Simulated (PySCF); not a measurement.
## Broadened absorption spectrum of methyl p-tolyl sulfide

Compound: methyl p-tolyl sulfide, C₈H₁₀S.
Bonds: C1–S2, S2–C3, C3–C4 (aromatic), C4–C5 (aromatic), C5–C6 (aromatic), C6–C7, C6–C8 (aromatic), C8–C9 (aromatic), C3–C9 (aromatic). Hydrogens: H10, H11, H12 on C1; H13 on C4; H14 on C5; H15, H16, H17 on C7; H18 on C8; H19 on C9.

Computed, not measured: TDDFT wB97X-D/def2-SVPD, vertical, gas phase, core orbitals frozen in the response (PySCF 2.14.0, density-fitted response routines). The structure is a single PBE0-D3(BJ)/def2-SVP conformer in the gas phase; no vibrational or solvent corrections.

Broadening: Gaussians 0.3 eV wide at half height, area fixed by f = 4.319×10⁻⁹ ∫ε dν̃. The width is an assumption, not a result. The curve ends short of the highest state used, and states not computed would add to its high-energy end.

```json
{"λ (nm)": "188.8", "ε (L mol⁻¹ cm⁻¹)": "5027"}
{"λ (nm)": "190.4", "ε (L mol⁻¹ cm⁻¹)": "2235"}
{"λ (nm)": "192.0", "ε (L mol⁻¹ cm⁻¹)": "1514"}
{"λ (nm)": "193.6", "ε (L mol⁻¹ cm⁻¹)": "1480"}
{"λ (nm)": "195.2", "ε (L mol⁻¹ cm⁻¹)": "1550"}
{"λ (nm)": "196.8", "ε (L mol⁻¹ cm⁻¹)": "1589"}
{"λ (nm)": "198.4", "ε (L mol⁻¹ cm⁻¹)": "1693"}
{"λ (nm)": "200.0", "ε (L mol⁻¹ cm⁻¹)": "2021"}
{"λ (nm)": "201.6", "ε (L mol⁻¹ cm⁻¹)": "2669"}
{"λ (nm)": "203.3", "ε (L mol⁻¹ cm⁻¹)": "3668"}
{"λ (nm)": "204.9", "ε (L mol⁻¹ cm⁻¹)": "4723"}
{"λ (nm)": "206.5", "ε (L mol⁻¹ cm⁻¹)": "5634"}
{"λ (nm)": "208.1", "ε (L mol⁻¹ cm⁻¹)": "6148"}
{"λ (nm)": "209.7", "ε (L mol⁻¹ cm⁻¹)": "6105"}
{"λ (nm)": "211.3", "ε (L mol⁻¹ cm⁻¹)": "5502"}
{"λ (nm)": "212.9", "ε (L mol⁻¹ cm⁻¹)": "4493"}
{"λ (nm)": "214.5", "ε (L mol⁻¹ cm⁻¹)": "3322"}
{"λ (nm)": "216.1", "ε (L mol⁻¹ cm⁻¹)": "2227"}
{"λ (nm)": "217.7", "ε (L mol⁻¹ cm⁻¹)": "1355"}
{"λ (nm)": "219.3", "ε (L mol⁻¹ cm⁻¹)": "750"}
{"λ (nm)": "220.9", "ε (L mol⁻¹ cm⁻¹)": "379"}
{"λ (nm)": "222.5", "ε (L mol⁻¹ cm⁻¹)": "177"}
{"λ (nm)": "224.2", "ε (L mol⁻¹ cm⁻¹)": "77"}
{"λ (nm)": "225.8", "ε (L mol⁻¹ cm⁻¹)": "49"}
{"λ (nm)": "227.4", "ε (L mol⁻¹ cm⁻¹)": "67"}
{"λ (nm)": "229.0", "ε (L mol⁻¹ cm⁻¹)": "140"}
{"λ (nm)": "230.6", "ε (L mol⁻¹ cm⁻¹)": "298"}
{"λ (nm)": "232.2", "ε (L mol⁻¹ cm⁻¹)": "589"}
{"λ (nm)": "233.8", "ε (L mol⁻¹ cm⁻¹)": "1072"}
{"λ (nm)": "235.4", "ε (L mol⁻¹ cm⁻¹)": "1797"}
{"λ (nm)": "237.0", "ε (L mol⁻¹ cm⁻¹)": "2791"}
{"λ (nm)": "238.6", "ε (L mol⁻¹ cm⁻¹)": "4034"}
{"λ (nm)": "240.2", "ε (L mol⁻¹ cm⁻¹)": "5457"}
{"λ (nm)": "241.8", "ε (L mol⁻¹ cm⁻¹)": "6942"}
{"λ (nm)": "243.4", "ε (L mol⁻¹ cm⁻¹)": "8345"}
{"λ (nm)": "245.0", "ε (L mol⁻¹ cm⁻¹)": "9519"}
{"λ (nm)": "246.7", "ε (L mol⁻¹ cm⁻¹)": "10377"}
{"λ (nm)": "248.3", "ε (L mol⁻¹ cm⁻¹)": "10732"}
{"λ (nm)": "249.9", "ε (L mol⁻¹ cm⁻¹)": "10615"}
{"λ (nm)": "251.5", "ε (L mol⁻¹ cm⁻¹)": "10053"}
{"λ (nm)": "253.1", "ε (L mol⁻¹ cm⁻¹)": "9117"}
{"λ (nm)": "254.7", "ε (L mol⁻¹ cm⁻¹)": "7919"}
{"λ (nm)": "256.3", "ε (L mol⁻¹ cm⁻¹)": "6586"}
{"λ (nm)": "257.9", "ε (L mol⁻¹ cm⁻¹)": "5245"}
{"λ (nm)": "259.5", "ε (L mol⁻¹ cm⁻¹)": "3999"}
{"λ (nm)": "261.1", "ε (L mol⁻¹ cm⁻¹)": "2921"}
{"λ (nm)": "262.7", "ε (L mol⁻¹ cm⁻¹)": "2044"}
{"λ (nm)": "264.3", "ε (L mol⁻¹ cm⁻¹)": "1371"}
{"λ (nm)": "265.9", "ε (L mol⁻¹ cm⁻¹)": "883"}
{"λ (nm)": "267.5", "ε (L mol⁻¹ cm⁻¹)": "546"}
{"λ (nm)": "269.2", "ε (L mol⁻¹ cm⁻¹)": "314"}
{"λ (nm)": "270.8", "ε (L mol⁻¹ cm⁻¹)": "179"}
{"λ (nm)": "272.4", "ε (L mol⁻¹ cm⁻¹)": "99"}
{"λ (nm)": "274.0", "ε (L mol⁻¹ cm⁻¹)": "52"}
{"λ (nm)": "275.6", "ε (L mol⁻¹ cm⁻¹)": "27"}
{"λ (nm)": "277.2", "ε (L mol⁻¹ cm⁻¹)": "13"}
```

Task: Locate the maxima and give the states behind the curve.

Result: 249 nm (4.99 eV), ε about 11000, made up of S1 (56%) and S2 (44%); 209 nm (5.94 eV), ε about 6200, made up of S3 (73%) and S4 (27%) (ε in L mol⁻¹ cm⁻¹; maxima over ε = 5, shares over 10%). At its high-energy end, 6.57 eV, the curve is still rising (ε about 5300, from S8 and S9). The states used: S1 4.92 eV (f 0.075); S2 5.06 eV (f 0.064); S3 5.90 eV (f 0.053); S4 6.04 eV (f 0.025); S5 6.26 eV (f 0.0021); S6 6.37 eV (f 0.014); S7 6.68 eV (f 0.0043); S8 6.88 eV (f 0.801); S9 6.93 eV (f 0.376); S10 7.17 eV (f 0.0083).

Task: Coming from long wavelengths, where does ε first pass 100 L mol⁻¹ cm⁻¹?

Result: At about 272 nm (4.55 eV), 0.37 eV below S1.

Task: What would ε be at 4.99 eV, the highest of these maxima, with half the width (0.15 eV)?

Result: About 13600 L mol⁻¹ cm⁻¹ against 10700, a factor of about 1.3; a lone state at its own centre would give exactly 2.

Task: On this curve, what absorbance would a 10⁻³ mol/L sample give at 193 nm over a 1 cm path?

Result: 193 nm is 6.424 eV, where ε is about 1500 L mol⁻¹ cm⁻¹, so A = ε c l ≈ 1.5 (Beer–Lambert, with the gas-phase spectrum and the assumed width).

All these states lie below the vertical ionisation energy of 8.07 eV (ΔSCF).
